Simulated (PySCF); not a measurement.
## Working out the excitation energy of Li

Li [He] 2s1 (2S) → Li [He] 2p1 (2P). Computed with PySCF 2.14 in aug-cc-pCVDZ (5s4p2d, 27 functions), with no relativity, point nucleus. Frozen: nothing. Energies in hartree (1 hartree = 27.21139 eV):

```tsv
part	Li (lower)	Li (upper)
UHF	-7.432446	-7.364630
CCSD correlation	-0.033614	-0.033531
(T)	-0.000004	-0.000004
```

What does Hartree-Fock give?

(-7.364630) − (-7.432446) = 0.067816 hartree = 1.845 eV.

What do CCSD and CCSD(T) give?

The CCSD correlation energies differ by 0.000083 hartree = 0.002 eV and the triples by 0.000000 hartree = 0.000 eV, so CCSD gives 1.847 eV and CCSD(T) 1.847 eV.

Measured between the centres of the two terms (NIST): 1.848 eV, so CCSD(T) (valence and next inner shell) is off by -0.001 eV.

A double-zeta basis recovers only part of the correlation energy.

What remains against the reference includes basis incompleteness and higher excitations.
